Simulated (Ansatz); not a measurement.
Ideal-gas functions of CH5ISSi, SMILES `SC[SiH2]I` at 400 K and 1 bar, from an Ansatz frequency run at PBE0-D4/def2-TZVP.

Molar mass 204.11 g/mol, point group C1 (symmetry number 1), electronic degeneracy 1, moments of inertia 114.55, 522.138, 611.249 u Å². Harmonic wavenumbers (cm⁻¹, unscaled): 76, 135, 213, 238, 353, 512, 609, 633, 761, 785, 826, 926, 931, 1136, 1175, 1414, 2229, 2259, 2681, 3063, 3120.

Use S(trans) = R[1.5 ln M + 2.5 ln T − 1.1517]; rotational temperatures θ = 24.2544 K / I; S(rot) = R[ln(√π/σ · √(T³/θAθBθC)) + 1.5]; for each mode x = 1.438777 ν̃/T, S = R[x/(eˣ − 1) − ln(1 − e⁻ˣ)] and H = RT x/(eˣ − 1); 1 cm⁻¹ = 0.0119627 kJ/mol; R = 8.31446 J/(mol·K).

Q: By hand: the entropy, in J/(mol·K).

A: Translation 181.3. Rotation: θ = 0.2117, 0.0465, 0.0397 K, giving 124.6. Vibration, mode by mode: 19.12, 14.40, 10.73, 9.86, 6.87, 4.32, 3.28, 3.06, 2.13, 1.99, 1.77, 1.33, 1.31, 0.72, 0.64, 0.31, 0.02, 0.02, 0.01, 0.00, 0.00, in all 81.9. Electronic 0.0. Sum 387.8 J/(mol·K).

Q: By hand: H − E and G − E in kJ/mol, counted from the electronic energy.

A: Zero-point energy ½ × 24075 × 0.0119627 = 144.0; thermal vibration 17.5; translation, rotation and pV give 4 RT = 13.3. H − E = 174.8 kJ/mol, and G − E = 174.8 − 400 × 387.8/1000 = 19.7 kJ/mol.

Vibration gives 21 % of the entropy, 33.5 J/(mol·K) of it from the modes under 150 cm⁻¹: soft modes count most, and the harmonic formula is weakest for them. The sum counts one conformer and one mirror image; others add a mixing term.
